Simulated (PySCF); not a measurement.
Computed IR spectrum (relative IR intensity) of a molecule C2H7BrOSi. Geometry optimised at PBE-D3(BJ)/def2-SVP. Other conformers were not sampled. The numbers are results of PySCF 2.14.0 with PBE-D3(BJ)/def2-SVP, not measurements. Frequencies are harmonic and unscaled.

ν (cm⁻¹): 415 (m), 584 (w), 702 (vw), 746 (w), 853 (vs), 904 (m), 957 (m), 1085 (vw), 1110 (vs), 1129 (vw), 1369 (w), 1403 (vw), 2166 (m), 2225 (m), 2922 (w), 2973 (w), 2980 (w), 3077 (w) (against the strongest line: vs over 80 %, s over 45 %, m over 15 %, w over 4 %, vw less)

Q: Pick the molecule that these values belong to.
A) CC[SiH](O)Br
B) CCO[SiH2]Br
C) C[Si](C)(O)Br
D) CO[SiH](C)Br

A: B, CCO[SiH2]Br
